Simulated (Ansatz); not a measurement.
Spectroscopic constants of CdSn, multiplicity 3 (lowest of 2S+1 = 1, 3 at CCSD(T)/def2-TZVPP on PBE0 minima; our sources give no spin for the ground state, which may be another). No spin–orbit coupling.

Constants: fifth-degree fit in 1/R to seven points, most abundant isotopes. Runs in def2 and cc sets follow the lowest solution found near the PBE0 minimum.

Run with Ansatz (a program for electronic structure) with Gaussian orbitals. Each number belongs to the level named beside it. In def2 rows elements past Kr take small-core potentials, without spin–orbit coupling.

```tsv
level	r_e (Å)	ω_e (cm⁻¹)	ω_e x_e (cm⁻¹)	B_e (cm⁻¹)	dipole (D)
SVWN5/def2-TZVPP	2.695	147	0.60	0.0397	1.57
PBE/def2-TZVPP	2.810	124	0.62	0.0365	1.79
r2SCAN/def2-TZVPP	2.760	133	0.64	0.0379	2.05
B97M-V/def2-TZVPP	2.861	110	0.72	0.0353	1.65
B3LYP/def2-TZVPP	2.867	109	0.70	0.0351	1.84
PBE0/def2-TZVPP	2.815	121	0.64	0.0364	2.15
BHLYP/def2-TZVPP	2.893	102	0.75	0.0345	2.16
CAM-B3LYP/def2-TZVPP	2.857	106	0.76	0.0353	2.00
wB97X-V/def2-TZVPP	2.856	106	0.75	0.0354	2.29
wB97M-V/def2-TZVPP	2.855	108	0.71	0.0354	2.20
B2PLYP/def2-TZVPP	2.836	112	0.73	0.0359	-
```

Correlated levels freeze the inner cores; with def2 sets outer-core shells near the valence are correlated too.
